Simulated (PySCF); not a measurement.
Species: CH₈N₂Si.
Z-matrix (Å and degrees, PBE0-D3(BJ)/def2-SVP geometry), rows numbered from 1:
```
C 
N   1  1.4404
Si  2  1.7253  1  126.41
N   3  1.7248  2  107.81  1  -153.11
H   1  1.1040  2  111.62  3   144.88
H   1  1.1079  2  114.14  3   -93.26
H   1  1.1017  2  109.76  3    26.65
H   2  1.0146  1  114.22  3   161.04
H   3  1.5028  2  117.71  1    90.66
H   3  1.5025  2  103.66  1   -27.13
H   4  1.0128  3  119.97  2  -149.97
H   4  1.0134  3  121.15  2    62.11
```

Level of theory: PBE0-D3(BJ)/def2-SVP geometry optimisation, gas phase in PySCF 2.14.0.

Take the most abundant isotopes and a rigid rotor. The values belong to one conformer with, in the numbering `[CH3:1][NH:2][SiH2:3][NH2:4]`, C1–N2–Si3–N4 -153°, N2–Si3–N4–H -150° and 62°.

Task: What are A, B and C (GHz)?

Result: Ia = 30.22, Ib = 169.13, Ic = 185.07 u·Å²; 505379 MHz·u·Å²/I gives 16724, 2988 and 2731 MHz, that is A = 16.724, B = 2.9882, C = 2.7307 GHz.

Task: Classify the top.

Result: A near-prolate asymmetric top: κ = (2 × 2988 − 16724 − 2731)/(16724 − 2731) = -0.96.

Task: What does the inertial defect say?

Result: Not planar: Δ = Ic − Ia − Ib = -14.27 u·Å². For a rigid frame Δ = −2 Σ m c², so Σ m c² = 7.14 u·Å² lies off the ab plane: 5.98 from hydrogen and 1.16 from heavier atoms. The atom farthest from that plane is 1.16 Å away.

Task: Give the other two planar moments, Paa and Pbb, and the rms extents of the mass along the axes.

Result: Paa = Σ m a² = (Ib + Ic − Ia)/2 = 161.99 and Pbb = Σ m b² = (Ia + Ic − Ib)/2 = 23.08 u·Å². With the mass M = 76.05 u, the rms extents √(P/M) along a, b and c are 1.46, 0.55, 0.31 Å.

Task: List the rotational levels J(Ka,Kc) to J = 4 (MHz).

Result: Above 0(0,0):
J = 1: 1(0,1) 5719, 1(1,1) 19455, 1(1,0) 19712
J = 2: 2(0,2) 17153, 2(1,2) 30635, 2(1,1) 31407, 2(2,1) 72614, 2(2,0) 72618
J = 3: 3(0,3) 34296, 3(1,3) 47403, 3(1,2) 48948, 3(2,2) 89771, 3(2,1) 89789, 3(3,1) 159095, 3(3,0) 159095
J = 4: 4(0,4) 57136, 4(1,4) 69757, 4(1,3) 72331, 4(2,3) 112644, 4(2,2) 112698, 4(3,2) 181978, 4(3,1) 181978, 4(4,1) 279022, 4(4,0) 279022
The levels of one J sum to (2J + 1)J(J + 1)(A + B + C)/3.

Task: Which lines would a microwave search look for?

Result: The dipole components are |μa| = 0.31 D, |μb| = 1.02 D, |μc| = 0.13 D. The squared components, which scale the intensities, stand as 0.09 : 1.00 : 0.02 (a : b : c). Some lines, for components of 0.1 D or more:

```csv
type,branch,"J(Ka,Kc)",MHz,lower level (cm⁻¹)
a,Q,"2(1,1) ← 2(1,2)",772,1.022
a,R,"1(0,1) ← 0(0,0)",5719,0.000
a,R,"2(1,2) ← 1(1,1)",11180,0.649
a,R,"2(0,2) ← 1(0,1)",11434,0.191
c,Q,"2(1,2) ← 2(0,2)",13482,0.572
c,Q,"1(1,1) ← 1(0,1)",13736,0.191
b,Q,"1(1,0) ← 1(0,1)",13993,0.191
b,R,"1(1,1) ← 0(0,0)",19455,0.000
b,R,"2(1,2) ← 1(0,1)",24916,0.191
c,Q,"2(2,1) ← 2(1,1)",41207,1.048
b,Q,"2(2,0) ← 2(1,1)",41210,1.048
b,Q,"2(2,1) ← 2(1,2)",41979,1.022
b,R,"2(2,1) ← 1(1,0)",52902,0.658
c,R,"2(2,1) ← 1(1,1)",53160,0.649
```

Task: Estimate the classical rotational partition function at 25 K, 50 K and 298.15 K.

Result: Point group C1, symmetry number σ = 1; q = (√π/σ)·√((kT/h)³/(ABC)), k/h = 20836.6 MHz/K: 1800 at 25 K, 5100 at 50 K, 74300 at 298.15 K.

No frequency check. Zero-point vibration and centrifugal distortion are left out. A rigid rotor knows nothing of inversion at nitrogen or internal rotation, which can split or shift real lines. Quadrupole hyperfine structure (14N) is left out.
